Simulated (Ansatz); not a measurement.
All values below come from frozen-core CCSD(T)/cc-pVTZ // CAM-B3LYP-D3(BJ)/def2-TZVP (Ansatz, a program for electronic structure). The geometry is that of the parent before the electron was removed.

Ansatz 0.2 input:
```yaml
crystal:
  periodic: [false, false, false]
  atoms:
    - { symbol: O, position_ang: [1.865786, -0.57676, 0.017854] }
    - { symbol: Ga, position_ang: [0.15021, -0.165355, 0.003833] }
    - { symbol: O, position_ang: [-0.293165, 1.556678, -0.031938] }
    - { symbol: O, position_ang: [-1.005304, -1.505884, 0.026484] }
    - { symbol: H, position_ang: [2.4456, 0.189218, 0.004658] }
    - { symbol: H, position_ang: [-1.23085, 1.760114, -0.03913] }
    - { symbol: H, position_ang: [-1.932277, -1.258012, 0.018238] }
basis:
  gaussian: { orbitals: cc-pVTZ }
correlation:
  method: ccsd_t
total_charge: 1
magnetization:
  spin_polarized: true
  initial_magnetization: 1
```

Output:

```
Functional definition: HF
1071 factors; integrals over basis functions are off by at most 9.1e-4 eV
mean field evaluation 1: about -58479.4198 eV, gradient 5.0e1 eV
mean field evaluation 2: about -58479.4252 eV, gradient 5.0e1 eV
mean field evaluation 4: about -58487.9553 eV, gradient 6.6e0 eV
mean field evaluation 8: about -58488.8511 eV, gradient 1.2e0 eV
mean field evaluation 16: about -58488.9016 eV, gradient 2.2e-6 eV
mean field evaluation 32: about -58488.4383 eV, gradient 7.2e0 eV
mean field evaluation 64: about -58488.3166 eV, gradient 1.8e-1 eV
mean field evaluation 96: about -58488.3362 eV, gradient 6.4e-3 eV
mean field evaluation 128: about -58486.2284 eV, gradient 1.9e1 eV
mean field evaluation 160: about -58488.9016 eV, gradient 5.0e-3 eV
mean field evaluation 192: about -58488.2720 eV, gradient 2.0e-1 eV
mean field evaluation 224: about -58488.3173 eV, gradient 1.3e-3 eV
mean field evaluation 256: about -58485.7494 eV, gradient 6.3e0 eV
mean field evaluation 288: about -58483.6923 eV, gradient 2.7e0 eV
mean field evaluation 320: about -58480.2742 eV, gradient 1.9e0 eV
mean field evaluation 352: about -58486.1133 eV, gradient 6.3e-2 eV
mean field -58489.08133765 eV, -2149.4340938355 hartree, gradient 2.4e-6 eV, S^2 0.756694; 18 other end points of the search recorded, 0 dependent functions left out
determinant -58489.08133765 eV, -2149.4340938355 hartree, with singles and doubles -58511.94200901 eV, -2150.2742080122 hartree
determinant -58488.93323111 eV, -2149.4286510203 hartree, with singles and doubles -58511.86429661 eV, -2150.2713521343 hartree
determinant -58488.90163867 eV, -2149.4274900196 hartree, with singles and doubles -58511.88321320 eV, -2150.2720473061 hartree
determinant -58488.31734414 eV, -2149.4060175919 hartree, with singles and doubles -58511.19461620 eV, -2150.2467418331 hartree
determinant -58488.26800083 eV, -2149.4042042585 hartree, with singles and doubles -58511.70671456 eV, -2150.2655611006 hartree
determinant -58488.14734051 eV, -2149.3997700735 hartree, with singles and doubles -58511.83565738 eV, -2150.2702996620 hartree
determinant -58488.10167356 eV, -2149.3980918441 hartree, with singles and doubles -58511.83628261 eV, -2150.2703226386 hartree
determinant -58486.12266626 eV, -2149.3253646673 hartree, with singles and doubles -58510.60869035 eV, -2150.2252094555 hartree
determinant -58489.08133765 eV, -2149.4340938355 hartree, with singles and doubles -58511.89481414 eV, -2150.2724736330 hartree
determinant -58488.93323111 eV, -2149.4286510203 hartree, with singles and doubles -58511.81255412 eV, -2150.2694506328 hartree
determinant -58488.90163867 eV, -2149.4274900196 hartree, with singles and doubles -58511.83021629 eV, -2150.2700997056 hartree
determinant -58488.31734414 eV, -2149.4060175919 hartree, with singles and doubles -58511.14272056 eV, -2150.2448347037 hartree
determinant -58488.26800083 eV, -2149.4042042585 hartree, with singles and doubles -58511.66074805 eV, -2150.2638718626 hartree
determinant -58489.08133765 eV, -2149.4340938355 hartree, with singles and doubles -58511.94213685 eV, -2150.2742127105 hartree
determinant -58488.93323111 eV, -2149.4286510203 hartree, with singles and doubles -58511.86621545 eV, -2150.2714226503 hartree
determinant -58488.90163867 eV, -2149.4274900196 hartree, with singles and doubles -58511.88046580 eV, -2150.2719463413 hartree
determinant -58488.26800083 eV, -2149.4042042585 hartree, with singles and doubles -58511.67376567 eV, -2150.2643502514 hartree
determinant -58488.14734051 eV, -2149.3997700735 hartree, with singles and doubles -58511.85510966 eV, -2150.2710145203 hartree
determinant -58488.10167356 eV, -2149.3980918441 hartree, with singles and doubles -58511.85474114 eV, -2150.2710009774 hartree
12 core orbitals not correlated
reference -58489.08133765 eV, -2149.4340938355 hartree; 17, 16 occupied and 146, 147 virtual orbitals, 1071 factors
second order -22.46439315 eV of doubles, -0.00000000 eV of singles
cycle   1  -22.86079964 eV  change   -4.4e-7 eV  update   3.1e-6
perturbative correction -0.92000130 eV, -0.0338094244 hartree
Total energy: -58512.86213860 eV, -2150.3080221511 hartree
```

Cost: roughly 60 core-minutes.
